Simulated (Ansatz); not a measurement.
Relaxation of F$_{4}$Zr (5 atoms, charge 0, multiplicity 1), to a largest force component of 0.02 eV/Å in at most 40 steps.

These are results of RKS PBE0-D4/def2-SVP (Ansatz), not measurements.

```xyz
5
Properties=species:S:1:pos:R:3:forces:R:3
Zr 0.000 0.000 0.000 0.03 0.00 0.02
F 0.000 0.000 1.980 0.00 0.00 -2.30
F 1.867 0.000 -0.659 -2.17 0.00 0.76
F -0.933 1.616 -0.659 1.07 -1.86 0.76
F -0.933 -1.616 -0.659 1.07 1.86 0.76
```

Where does it end, and by what steps?

The forces met the threshold. After 2 steps the energy has fallen by 0.412 eV; F3 moved furthest, 0.08 Å.

| step | energy less start (eV) | largest force component (eV/Å) | accepted |
| --- | --- | --- | --- |
| 0 | 0.0000 | 2.300 | yes |
| 1 | -0.3890 | 0.643 | yes |
| 2 | -0.4123 | 0.009 | yes |

```xyz
5
Properties=species:S:1:pos:R:3
Zr 0.000 0.000 0.000
F 0.000 0.000 1.896
F 1.787 0.000 -0.631
F -0.893 1.547 -0.631
F -0.893 -1.547 -0.631
```

Whether the end is a true minimum wasn't checked by a vibrational analysis.

Time of the run: 5.1 s on 2 threads of Intel(R) Xeon(R) Platinum 8559C (Emerald Rapids) (shared host), peak memory 0.19 GiB.
